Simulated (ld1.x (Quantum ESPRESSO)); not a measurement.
K (Z = 19): variants of one TM potential

Base potential:

```json
{"Element": "potassium (K)", "Generator": "ld1.x (Quantum ESPRESSO) 7.5", "Type": "norm-conserving Troullier–Martins (Kleinman–Bylander form)", "Functional": "PBE", "Relativity": "scalar-relativistic", "Frozen core": "[Ar]", "Valence charge": "1", "Reference configuration": "4s1 4p0", "Partial waves": "4s (bound): rc 3.90 bohr; 4p (bound, empty): rc 4.10 bohr; 3d channel at -0.1 Ry: rc 3.35 bohr", "Local potential": "all-electron potential smoothed inside 3.65 bohr (lloc = -1)", "Core correction": "a·sin(br)/r model core, default radius (core density twice the valence density)"}
```

Cutoffs, loose and tight: the cutoffs (Ry, on a coarse ladder) from which the occupation-weighted sum of valence levels, in a spherical-Bessel basis at the reference potential, stays within 10 and 1 mRy of its value at 400 Ry. They do not see the model core or the augmentation charge, which bear on the density cutoff. Test errors are all-electron minus pseudo excitation energies from the reference, over the configurations 4s0.5 4p0; 4s0 4p1. A dash means not determined; rows that change the core or the reference have their own tests.

The default core radius of the base comes out at 2.98 bohr.

```tsv
change	outcome	cutoff, loose	cutoff, tight	bound ghosts	largest test error (meV)
base	generated	6 Ry	6 Ry	none	+6.6
core correction a·sin(br)/r model core inside 1.38 bohr	generated	6 Ry	6 Ry	none	-5.9
core correction a·sin(br)/r model core inside 1.62 bohr	generated	6 Ry	6 Ry	none	-5.9
core correction a·sin(br)/r model core inside 2.00 bohr	generated	6 Ry	6 Ry	none	-5.9
core correction a·sin(br)/r model core inside 2.30 bohr	generated	6 Ry	6 Ry	none	-5.3
core correction a·sin(br)/r model core inside 2.96 bohr	generated	6 Ry	6 Ry	none	+6.6
core correction a·sin(br)/r model core inside 3.40 bohr	generated	6 Ry	6 Ry	none	+20
core correction a·sin(br)/r model core inside 3.66 bohr	generated	6 Ry	6 Ry	none	+22
```

**Question.** What comes out with this change to the base: core correction a·sin(br)/r model core inside 3.92 bohr?

**Answer.** outcome: generated; cutoff, loose: 6 Ry; cutoff, tight: 6 Ry; bound ghosts: none; largest test error (meV): +28.

**Question.** What comes out with this change to the base: core correction a·sin(br)/r model core inside 2.72 bohr?

**Answer.** outcome: generated; cutoff, loose: 6 Ry; cutoff, tight: 6 Ry; bound ghosts: none; largest test error (meV): +0.7.

**Question.** What comes out with this change to the base: core correction none?

**Answer.** outcome: generated; cutoff, loose: 6 Ry; cutoff, tight: 6 Ry; bound ghosts: none; largest test error (meV): +67.
